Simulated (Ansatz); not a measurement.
Z-matrix (Å, degrees):
```
C
O 1 1.432
Si 1 1.810 2 60.9
Cl 1 1.764 2 114.3 3 114.1
H 1 1.086 2 113.6 3 -119.6
H 3 1.475 1 120.2 2 100.6
H 3 1.478 1 123.0 2 -97.0
```

Total charge 0; spin multiplicity 1.

**Question.** List the PBE0/def2-TZVPP orbital energies in eV (Ansatz 0.2.0). (Estimate.)

**Answer.** Computed: Occupied: -2767.39, -1803.69, -523.34, -281.06, -259.21, -197.55, -197.33, -197.32, -146.00, -100.70, -100.65, -100.61, -29.42, -23.61, -17.71, -15.61, -13.73, -12.93, -11.87, -10.71, -9.78, -8.96, -8.79, -7.51. Lowest empty: -1.03, 0.50, 0.90, 1.21, 2.28, 2.96, 3.12, 3.99.
